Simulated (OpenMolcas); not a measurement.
## Pd3+: moving or changing the point charges

Pd3+ among 8 point charges of -1.2 e arranged as a cube (Oh), 2.04 Å from the ion.

- Program: OpenMolcas
- Method: CASSCF
- Basis: ANO-RCC-VDZP [6s5p3d1f]
- Scalar Hamiltonian: DKH2, point nucleus
- Active space: 7 electrons in 5 orbitals (4d)
- State averaging: 2S+1 = 4 even, 10 roots; 2S+1 = 2 even, 40 roots
- Spin-orbit coupling: state interaction with AMFI integrals over the reference wave functions

Runs around this geometry, states (labels of O, the rotations of Oh). Energies in cm-1 above the lowest state or level, χT in cm3 K/mol; 10Dq and B are least-squares fits to the states below 45000 cm-1, weighted by degeneracy, with a free offset, and given where the rms deviation is under 5 % of |10Dq| (or 100 cm-1) and under 700 cm-1; 10Dq is negative for this site.

| R (Å) | q (e) | Ground state | First state of that spin | 10Dq | B (rms of fit) | First gap with spin-orbit (degeneracies) | χT at 300 K | First state of another spin |
| --- | --- | --- | --- | --- | --- | --- | --- | --- |
| 2.04 | -0.6 | 4A2 | 4T2 2005 | -1906 | 989 (41) | 1481 (4, 4) | 4.360 | 2E 17389 |
| 1.87 | -1.2 | 4A2 | 4T2 6066 | -5796 | 984 (123) | 5218 (4, 4) | 3.244 | 2E 18413 |
| 2.04 | -1.2 | 4A2 | 4T2 4071 |  |  | 3326 (4, 4) | 3.690 | 2E 18060 |
| 2.26 | -1.2 | 4A2 | 4T2 2524 |  |  | 1924 (4, 4) | 4.168 | 2E 17624 |

Taking the first state of the same spin as R^-n, n = -ln(2524 / 6066) / ln(2.26 / 1.87) = 4.6 between the shortest and longest distance.

Scaling the charges by -0.6 / -1.2 = 0.50 scales the first state of the same spin by 2005 / 4071 = 0.49; with fixed orbitals a first-order splitting would follow the charge.

Without dynamic correlation the repulsion within the d shell is too large (B by tens of per cent), so at a given field states of lower spin stand too high. Spin-orbit coupling mixes the spin-free states strongly: the lowest level takes only 64 % from its leading state, 4A2 (figures for R = 2.04, q = -0.6; the like holds for R = 2.26, q = -1.2). The ground term spreads over less than 5000 cm-1, several times less than with real ligands, so orbital moments are less quenched and χT lies further from the spin-only value than at real sites (holds for R = 2.04, q = -0.6; R = 2.26, q = -1.2). Point charges carry no covalency, so the field is a model and not that of real ligands. No measured value stands beside these numbers.
